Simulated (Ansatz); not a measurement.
`BNC(=N)F` + `[NH2][GeH3]` → `B[NH][GeH3]` + `N=C(N)F` at 298.15 K and 1 bar (ligand exchange at a B–N bond).

Gas-phase electronic energies from Ansatz, PBE0-D4/def2-TZVP geometries. CCSD(T)/CBS adds triple-zeta CCSD(T) − MP2 to the extrapolated MP2 energy (def2 sets, frozen cores). For Ge outer-core shells are correlated without core-valence functions, which leaves a few kJ/mol of doubt a bond. Scalar relativity is left out up to krypton. Each species was taken in one conformer, which may not be the lowest.

```tsv
species	CCSD(T)/CBS energy (Eh)	H − E (kJ/mol)	S (J/(mol·K))
`BNC(=N)F`	-274.46558	182.3	304.0
`[NH2][GeH3]`	-2133.81884	141.9	275.3
`B[NH][GeH3]`	-2159.24687	178.2	305.9
`N=C(N)F`	-249.04648	147.0	275.6
```

H − E and S are ideal-gas, rigid-rotor, harmonic terms from PBE0-D4/def2-TZVP, for one conformer and one mirror image of each species. 1 Eh = 2625.50 kJ/mol, R = 8.31446 J/(mol·K).

**Question.** By hand: ΔE, ΔH, ΔS and ΔG.

**Answer.** ΔE = (-2159.24687) + (-249.04648) − (-274.46558) − (-2133.81884) = -0.00893 Eh = -23.4 kJ/mol. Δ(H − E) = 178.2 + 147.0 − 182.3 − 141.9 = 1.0, so ΔH = -22.4 kJ/mol. ΔS = 305.9 + 275.6 − 304.0 − 275.3 = 2.2 J/(mol·K). ΔG = -22.4 − 298.15 × (2.2)/1000 = -23.1 kJ/mol.

**Question.** By hand: the equilibrium constant, and the temperature at which ΔG would vanish if ΔH and ΔS stayed fixed.

**Answer.** log₁₀ K = −ΔG/(RT ln 10) = 4.0. ΔH and −TΔS have one sign here, so there is no such temperature. One of them is within its doubt of zero, so this could turn.

The number of gas molecules stays the same, so ΔS is small and ΔH decides. A doubt of 5 kJ/mol in ΔE shifts log₁₀ K by 0.9 here. Other conformers and mirror images would add mixing entropy, several J/(mol·K) or more a flexible species. These are equilibria of isolated gas molecules and say nothing of rates. Largest T1 diagnostic: 0.014 (customary marks: 0.02 for closed shells, 0.045 for open ones).
